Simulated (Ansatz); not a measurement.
Consider the ligand exchange at a Ta–Cl bond: `[S]=[Ta]([Cl])([Cl])[Cl]` + NH₃ → `[NH2][Ta](=[S])([Cl])[Cl]` + HCl.

Program: Ansatz. Geometries: PBE0-D4/def2-TZVP. ΔE: electronic, gas phase. CCSD(T)/CBS adds triple-zeta CCSD(T) − MP2 to the extrapolated MP2 energy (def2 sets, frozen cores). This one scheme is used for every species. Functionals use def2-TZVPP. B3LYP here is the variant with VWN-RPA as its local correlation; programs differ in this. Elements past krypton have def2 core potentials. For Ta outer-core shells are correlated without core-valence functions, which leaves a few kJ/mol of doubt a bond. One conformer a species, not always the lowest.

| level | ΔE (kcal/mol) |
| --- | --- |
| PBE-D4 | 12.1 |
| B3LYP-D4 | 11.8 |
| r2SCANh-D4 | 12.4 |
| BLYP | 11.9 |
| r2SCAN | 12.5 |
| CCSD(T)/def2-TZVPP | 11.1 |
| HF/def2-QZVPP | 11.8 |
| MP2/CBS(def2) | 14.2 |

(1) What does CCSD(T)/CBS give? (An estimate is asked.)

(2) What do rigid-rotor, harmonic-oscillator terms from PBE0-D4/def2-TZVP frequencies (298.15 K, 1 bar) make of the CCSD(T)/CBS value? (Estimate.)

Largest T1 diagnostic among the species: 0.020.

Answers

(1) Computed: +11.7 kcal/mol. The listed levels differ from it by 0.4, 0.1, 0.7, 0.2, 0.8, -0.6, 0.1, 2.5 kcal/mol.

(2) Ansatz gave: ΔZPE = -2.2 kcal/mol, ΔH = +9.4 kcal/mol, ΔS = 2 J/(mol·K), ΔG = +9.2 kcal/mol.

Leaving LDA and LC-ωPBE aside and taking each functional with its dispersion term where it has one, the values, not all of them listed here, spread over 2.7 kcal/mol, from CAM-B3LYP-D4 to B97M-V. LDA lies −1.5 kcal/mol from PBE without D4. At CCSD(T), def2-SVP lies −2.3 kcal/mol from the extrapolated value and def2-TZVPP −0.6 kcal/mol.
